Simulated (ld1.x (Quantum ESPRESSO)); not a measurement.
**Which setting gave this result? (Ni (Z = 28), TM)**

Base potential:

- Element: Ni
- Generator: ld1.x (Quantum ESPRESSO) 7.5
- Type: norm-conserving Troullier–Martins (Kleinman–Bylander form)
- Functional: BLYP
- Relativity: scalar-relativistic
- Frozen core: [Ar]
- Valence charge: 10
- Reference configuration: 3d7 4s0 4p0 (charge +3)
- Partial waves: 4s (bound, empty): rc 1.80 bohr; 4p (bound, empty): rc 2.15 bohr; 3d (bound): rc 1.45 bohr
- Local potential: the d channel
- Core correction: Bessel-smoothed model core inside 1.10 bohr

Cutoffs, loose and tight: the cutoffs (Ry, on a coarse ladder) from which the occupation-weighted sum of valence levels, in a spherical-Bessel basis at the reference potential, stays within 10 and 1 mRy of its value at 400 Ry. They do not see the model core or the augmentation charge, which bear on the density cutoff. Test errors are all-electron minus pseudo excitation energies from the reference, over the configurations 3d8 4s2 4p0; 3d8 4s1 4p0; 3d8 4s0 4p0; 3d9 4s1 4p0; 3d8 4s0 4p1; 3d6 4s0 4p0; 3d8 4s1.5 4p0; variants that change the core or the reference have their own tests. The largest error is taken over the tests solved by every variant that gives reliable tests at all, those not shown here included: 3d6 4s0 4p0; 3d8 4s0 4p0; 3d8 4s1 4p0; 3d8 4s1.5 4p0; 3d8 4s2 4p0.

Only the d radius is moved:

| d radius (bohr) | cutoff, loose | cutoff, tight | bound ghosts | largest test error (meV) |
| --- | --- | --- | --- | --- |
| 0.92 | 230 Ry | over 300 Ry | s, p | -409 |
| 1.18 | 180 Ry | 300 Ry | s, p | -415 |
| 1.34 | 140 Ry | 260 Ry | s, p | -405 |
| 1.56 | 110 Ry | 200 Ry | s, p | -359 |
| 1.92 | 90 Ry | 140 Ry | s, p | -284 |
| 2.12 | 70 Ry | 120 Ry | s | -397 |

One more run gave cutoff, loose: 100 Ry; cutoff, tight: 160 Ry; bound ghosts: s, p; largest test error (meV): -265. Which value of the d radius was used?

1.76 bohr. The loose cutoff moves one way along this sweep, from 230 Ry at 0.92 to 70 Ry at 2.12 bohr, which places the run between 1.56 and 1.92 bohr.
